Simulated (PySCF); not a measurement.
**Telling isomers of C₈H₁₁BO apart by NMR**

Method: GIAO PBE0/pcSseg-1 shieldings, coordinates at the PBE0-D3(BJ)/def2-SVP level, in PySCF (rapidly exchanging positions averaged, no relativistic terms, one conformer, isolated molecule).

Chemical shifts δ = σref − σ; $^{1}$H (31.27 ppm) and $^{13}$C (184.41 ppm) vs TMS, all at this level. Where no couplings were computed, multiplicities follow the n + 1 count of equivalent neighbours, and m marks all less simple cases (inequivalent or close neighbours, rings, F or P nearby). Couplings to H on boron are left out. Carbons bonded to boron are broad in practice. Shifts are as computed. Against solution values, carbons near 30 ppm lie about +2 ppm off and those near 130 ppm about +5 ppm. Of 1313 compounds with measured shifts, 239 miss one by over three times the rms of a fit or turn the order of signals round; such compounds aren't used in these exercises.

(1) Tabulate the signals of `CCOC1=CBC=CC=C1`, `CCCC#CC#CBOC`, `C=CCB(C)c1ccco1` and their relative energies.

(2) What is the quickest way to tell CCCC#CC#CBOC from C=CCB(C)c1ccco1?

(3) What is the quickest way to tell CCOC1=CBC=CC=C1 from CCCC#CC#CBOC?

(4) What is the quickest way to tell CCOC1=CBC=CC=C1 from C=CCB(C)c1ccco1?

## Answers

(1) 
```json
{"SMILES": "CCOC1=CBC=CC=C1", "carbon types": "1×C 5×CH 1×CH2 1×CH3", "δC": "176.0, 166.8, 149.4, 143.5, 143.3, 127.2, 63.1, 16.9", "δH": "8.51 (m, 1H), 7.89 (d, 1H), 7.88 (m, 1H), 7.46 (m, 1H), 6.96 (d, 1H), 6.25 (br, 1H), 3.72 (q, 2H), 1.55 (t, 3H)", "E rel. (kcal/mol)": "8.0"}
{"SMILES": "CCCC#CC#CBOC", "carbon types": "4×C 2×CH2 2×CH3", "δC": "100.6, 91.8, 86.5, 72.3, 62.5, 25.9, 24.2, 15.9", "δH": "4.69 (br, 1H), 3.97 (s, 3H), 2.16 (t, 2H), 1.48 (m, 2H), 0.94 (t, 3H)", "E rel. (kcal/mol)": "31.2"}
{"SMILES": "C=CCB(C)c1ccco1", "carbon types": "1×C 4×CH 2×CH2 1×CH3", "δC": "167.9, 153.8, 141.1, 135.0, 127.4, 117.2, 31.8, 8.6", "δH": "7.74 (m, 1H), 7.59 (m, 1H), 6.68 (m, 1H), 5.90 (m, 1H), 5.37 (m, 1H), 5.29 (m, 1H), 2.62 (d, 2H), 0.92 (s, 3H)", "E rel. (kcal/mol)": "0.0"}
```

Energies are electronic energies at PBE0/pcSseg-1 on these geometries, without zero-point or thermal terms, each for the one conformer computed, which needn't be the lowest.

(2) Both give the same number of carbon signals, but DEPT or the intensities differ. The first has an alkyne carbon (C) at 100.6 ppm, the second a substituted aromatic carbon next to the ring oxygen (C) at 167.9 ppm. In the proton spectra the most deshielded non-exchanging signals are 4.69 (br, 1H) and 7.74 (m, 1H).

(3) Both give the same number of carbon signals, but DEPT or the intensities differ. The first has an alkene carbon bearing oxygen (C) at 176.0 ppm, the second an alkyne carbon (C) at 100.6 ppm. In the proton spectra the most deshielded non-exchanging signals are 8.51 (m, 1H) and 4.69 (br, 1H).

(4) Both give the same number of carbon signals, but DEPT or the intensities differ. The first has an sp3 CH2 bonded to O at 63.1 ppm, the second a terminal =CH2 carbon at 127.4 ppm. Their most deshielded carbons lie at 176.0 and 167.9 ppm. In the proton spectra the most deshielded non-exchanging signals are 8.51 (m, 1H) and 7.74 (m, 1H).
